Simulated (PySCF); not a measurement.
C4H2ClF, SMILES C#C/C=C(\F)Cl.

Geometry optimised at PBE-D3(BJ)/def2-SVP. The structure was generated by enumeration; whether it is a known compound was not checked.

Computed with PBE-D3(BJ)/def2-SVP (PySCF 2.14.0).

Frequencies are harmonic and unscaled.

Computed harmonic wavenumbers and intensities:
| mode | ν (cm⁻¹) | IR (km/mol) | moving atoms (share of kinetic energy) |
|---|---|---|---|
| 1 | 128 | 0.8 | C 54 %, F 27 %, H 11 % |
| 2 | 131 | 0.4 | C 67 %, Cl 16 %, H 14 % |
| 3 | 322 | 2.5 | C 51 %, Cl 25 %, F 17 % |
| 4 | 385 | 3.0 | C 44 %, F 42 %, Cl 10 % |
| 5 | 433 | 3.5 | C 90 % |
| 6 | 478 | 7.8 | Cl 44 %, C 40 %, F 14 % |
| 7 | 555 | 0.1 | C 80 %, H 12 % |
| 8 | 593 | 42.6 | H 80 %, C 20 % |
| 9 | 665 | 32.1 | H 78 %, C 22 % |
| 10 | 777 | 15.7 | H 73 %, C 27 % |
| 11 | 834 | 69.6 | C 66 %, F 24 % |
| 12 | 1019 | 46.5 | C 86 %, H 9 % |
| 13 | 1083 | 88.1 | H 51 %, C 35 %, F 14 % |
| 14 | 1299 | 63.7 | C 53 %, H 37 %, F 10 % |
| 15 | 1653 | 149.4 | C 96 % |
| 16 | 2150 | 4.8 | C 92 %, H 8 % |
| 17 | 3123 | 7.8 | H 92 %, C 8 % |
| 18 | 3408 | 93.4 | H 86 %, C 14 % |
